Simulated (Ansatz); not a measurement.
Molecule: CaCl₂, net charge -1, doublet state. 
Geometry from a B3LYP-D3(BJ)/def2-TZVP (Ansatz, an electronic-structure program) optimisation:
```xyz
3

Ca    -0.4094     0.5425    -0.2849
Cl     1.8522     0.0866    -1.3754
Cl    -1.3705    -0.7249     1.7106
```
Charge -1, spin multiplicity 2.

Basis-set convergence of Hartree-Fock and CCSD(T) correlation energies (hartree) with Ansatz. Correlated levels leave the core frozen unless marked. Open shells are spin-unrestricted. No spin-orbit coupling. Frozen are the shells of the preceding noble gas and the d and f shells that filled before the atom's block. The outer core of K, Ca and their heavier congeners is not correlated, a term that matters for these elements. No relativistic terms.

| basis | functions | E(HF) | E(corr, CCSD(T)) |
|---|---|---|---|
| def2-SVPD | 81 | -1595.63169 | -0.34774 |
| def2-TZVPPD | 138 | … | … |

Some entries are withheld; supply them.


- def2-TZVPPD, E(HF): -1596.00754
- def2-TZVPPD, E(corr, CCSD(T)): -0.46119
